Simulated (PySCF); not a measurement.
C6H9N.
Numbering: `[CH2:1]=[CH:2][CH2:3]/[CH:4]=[N:5]/[CH:6]=[CH2:7]` (hydrogens: H8, H9 on C1; H10 on C2; H11, H12 on C3; H13 on C4; H14 on C6; H15, H16 on C7)

The same species was optimised twice, with GFN2-xTB and with PBE0-D3(BJ)/def2-SVP (PySCF), and the same property calculations (PySCF, gas phase) were run on both structures.

```tsv
coordinate	GFN2-xTB	PBE0-D3(BJ)/def2-SVP	change
C1=C2 (Å)	1.319	1.333	+0.014
N5–C6 (Å)	1.379	1.390	+0.011
C6=C7 (Å)	1.327	1.338	+0.011
C4=N5 (Å)	1.263	1.272	+0.009
C3–C4 (Å)	1.492	1.497	+0.005
C2–C3 (Å)	1.502	1.502	0.000
C2–C3–C4 (°)	108.8	111.1	+2.3
C4–N5–C6 (°)	120.3	118.3	-2.0
N5–C6–C7 (°)	120.6	121.6	+1.0
C3–C4–N5 (°)	121.2	122.1	+0.9
C1–C2–C3 (°)	124.5	125.3	+0.8
C1–C2–C3–C4 (°)	-113	-115	-2
C2–C3–C4–N5 (°)	-110	-112	-2
C4–N5–C6–C7 (°)	-179	180	-1
```

Rotational constants: A = 11908, B = 986.6, C = 974.4 MHz (GFN2-xTB) against A = 12396, B = 956.4, C = 944.9 MHz (PBE0-D3(BJ)/def2-SVP). Point groups within 0.08 Å: C1 and C1.

On the GFN2-xTB structure: lowest singlet, TDDFT (eV) 4.63 [CAM-B3LYP/def2-SVPD]; lowest triplet, Tamm–Dancoff (eV) 3.41 [CAM-B3LYP/def2-SVPD]; isotropic polarisability (au) 89.3 [CAM-B3LYP/def2-SVPD]; HOMO (eV) -8.33 [CAM-B3LYP/def2-SVPD]; LUMO (eV) -0.03 [CAM-B3LYP/def2-SVPD]; dipole (D) 1.44 [CAM-B3LYP/def2-SVPD]; HOMO (eV) -7.08 [PBE0/pcSseg-1]; LUMO (eV) -1.11 [PBE0/pcSseg-1]; dipole (D) 1.39 [PBE0/pcSseg-1]; GIAO shielding of C1 (ppm) 61.7 [PBE0/pcSseg-1]; GIAO shielding of C2 (ppm) 44.3 [PBE0/pcSseg-1]; GIAO shielding of C3 (ppm) 137.6 [PBE0/pcSseg-1]; GIAO shielding of C4 (ppm) 19.8 [PBE0/pcSseg-1]; GIAO shielding of N5 (ppm) -109.5 [PBE0/pcSseg-1]; GIAO shielding of C6 (ppm) 33.3 [PBE0/pcSseg-1]; GIAO shielding of C7 (ppm) 61.2 [PBE0/pcSseg-1].

What do these properties become on the PBE0-D3(BJ)/def2-SVP structure?

```csv
property,level,on GFN2-xTB,on PBE0-D3(BJ)/def2-SVP,change
"lowest singlet, TDDFT (eV)",CAM-B3LYP/def2-SVPD,4.63,4.68,+0.05
"lowest triplet, Tamm–Dancoff (eV)",CAM-B3LYP/def2-SVPD,3.41,3.34,-0.07
isotropic polarisability (au),CAM-B3LYP/def2-SVPD,89.3,91.0,+1.7
HOMO (eV),CAM-B3LYP/def2-SVPD,-8.33,-8.33,0.00
LUMO (eV),CAM-B3LYP/def2-SVPD,-0.03,-0.09,-0.06
dipole (D),CAM-B3LYP/def2-SVPD,1.44,1.50,+0.06
"energy, GFN2-xTB geometry as zero (kcal/mol)",CAM-B3LYP/def2-SVPD,0.0,-1.1,-1.1
HOMO (eV),PBE0/pcSseg-1,-7.08,-7.08,0.00
LUMO (eV),PBE0/pcSseg-1,-1.11,-1.16,-0.05
dipole (D),PBE0/pcSseg-1,1.39,1.45,+0.06
"energy, GFN2-xTB geometry as zero (kcal/mol)",PBE0/pcSseg-1,0.0,-0.7,-0.7
GIAO shielding of C1 (ppm),PBE0/pcSseg-1,61.7,57.8,-3.9
GIAO shielding of C2 (ppm),PBE0/pcSseg-1,44.3,41.6,-2.7
GIAO shielding of C3 (ppm),PBE0/pcSseg-1,137.6,137.5,-0.1
GIAO shielding of C4 (ppm),PBE0/pcSseg-1,19.8,15.4,-4.4
GIAO shielding of N5 (ppm),PBE0/pcSseg-1,-109.5,-115.1,-5.6
GIAO shielding of C6 (ppm),PBE0/pcSseg-1,33.3,29.0,-4.3
GIAO shielding of C7 (ppm),PBE0/pcSseg-1,61.2,59.1,-2.1
```

The heavy atoms differ by 0.049 Å rms after alignment. Among bonds between heavy atoms C1=C2 changes most (+0.014 Å). Changes are differences of the printed values. Neither structure is proved a minimum here.

The values belong to the conformer `[CH2:1]=[CH:2][CH2:3]/[CH:4]=[N:5]/[CH:6]=[CH2:7]`: C1–C2–C3–C4 -115°, C2–C3–C4–N5 -112°, C4–N5–C6–C7 180°.
